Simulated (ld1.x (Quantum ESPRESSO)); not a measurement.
**u(r) = r·R(r): atom against pseudo-atom (O (Z = 8))**

Columns: radius, all-electron u(r) and pseudo u(r) of the 2p shell (level -9.45 eV) of oxygen in the configuration [He] 2s1 2p5; PBE, scalar-relativistic, TM scheme, ld1.x (Quantum ESPRESSO) 7.5.

```json
{"r (bohr)": "0.100", "all-electron": "0.1036", "pseudo": "0.0309"}
{"r (bohr)": "0.200", "all-electron": "0.2913", "pseudo": "0.1193"}
{"r (bohr)": "0.300", "all-electron": "0.4728", "pseudo": "0.2526"}
{"r (bohr)": "0.400", "all-electron": "0.6192", "pseudo": "0.4118"}
{"r (bohr)": "0.500", "all-electron": "0.7257", "pseudo": "0.5747"}
{"r (bohr)": "0.600", "all-electron": "0.7956", "pseudo": "0.7200"}
{"r (bohr)": "0.700", "all-electron": "0.8342", "pseudo": "0.8315"}
{"r (bohr)": "0.800", "all-electron": "0.8479", "pseudo": "0.9004"}
{"r (bohr)": "0.900", "all-electron": "0.8430", "pseudo": "0.9264"}
{"r (bohr)": "1.000", "all-electron": "0.8246", "pseudo": "0.9160"}
{"r (bohr)": "1.100", "all-electron": "0.7969", "pseudo": "0.8795"}
{"r (bohr)": "1.200", "all-electron": "0.7632", "pseudo": "0.8278"}
{"r (bohr)": "1.300", "all-electron": "0.7258", "pseudo": "0.7701"}
{"r (bohr)": "1.400", "all-electron": "0.6864", "pseudo": "0.7129"}
{"r (bohr)": "1.500", "all-electron": "0.6463", "pseudo": "0.6598"}
{"r (bohr)": "1.600", "all-electron": "0.6065", "pseudo": "0.6120"}
{"r (bohr)": "1.700", "all-electron": "0.5675", "pseudo": "0.5691"}
{"r (bohr)": "1.800", "all-electron": "0.5299", "pseudo": "0.5301"}
{"r (bohr)": "1.900", "all-electron": "0.4937", "pseudo": "0.4938"}
{"r (bohr)": "2.000", "all-electron": "0.4594", "pseudo": "0.4594"}
{"r (bohr)": "2.100", "all-electron": "0.4269", "pseudo": "0.4269"}
{"r (bohr)": "2.200", "all-electron": "0.3963", "pseudo": "0.3963"}
{"r (bohr)": "2.300", "all-electron": "0.3675", "pseudo": "0.3675"}
{"r (bohr)": "2.400", "all-electron": "0.3407", "pseudo": "0.3407"}
{"r (bohr)": "2.500", "all-electron": "0.3155", "pseudo": "0.3155"}
{"r (bohr)": "2.600", "all-electron": "0.2921", "pseudo": "0.2921"}
```

(1) How many radial nodes do the two functions have?

(2) At about which radius was the pseudo-wave matched?

(3) Is the pseudo-wave norm-conserving?

## Answers

(1) The all-electron 2p function has n − l − 1 = 0; the pseudo-wave has 0.

(2) 2.00 bohr. The columns agree to 0.0005 from 1.80 bohr on; several derivatives are matched, so the curves merge somewhat inside the radius.

(3) Yes: the TM scheme keeps the norm inside the radius equal to the all-electron one, which fixes the energy derivative of the logarithmic derivative at the level.
